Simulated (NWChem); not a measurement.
# SnH2S2, singlet; SMILES [SH][Sn][SH]

```xyz
5

Sn     0.0000     0.0000     0.6684
S      1.7589     0.0000    -1.0370
H      2.7503     0.0000    -0.1176
S     -1.7589     0.0000    -1.0370
H     -2.7503     0.0000    -0.1176
```
Atoms are numbered in this order, from 1.

Low-valent species are run as closed-shell singlets; no triplet was tried in these runs. Structure relaxed at the PBE0/def2-SVP level. No frequency run checked for a minimum. def2 effective core potentials on Sn; no spin-orbit coupling.

Symmetry labels are those of C2v in the frame above (b1 and b2, or b-type labels, depend on it).

Problem. List the 4 lowest vertical singlet excitations from CAM-B3LYP/def2-SVPD with def2 effective core potentials on Sn, TDA (NWChem).

Solution. 
```tsv
state	energy (eV)	oscillator strength	symmetry	leading excitation (squared amplitude)
S1	3.62	0.027	b2	HOMO → LUMO (0.98)
S2	4.14	0.039	b1	HOMO−1 → LUMO (0.90)
S3	4.86	0.007	a1	HOMO−2 → LUMO (0.85)
S4	4.93	0.000	a2	HOMO−3 → LUMO (0.98)
```
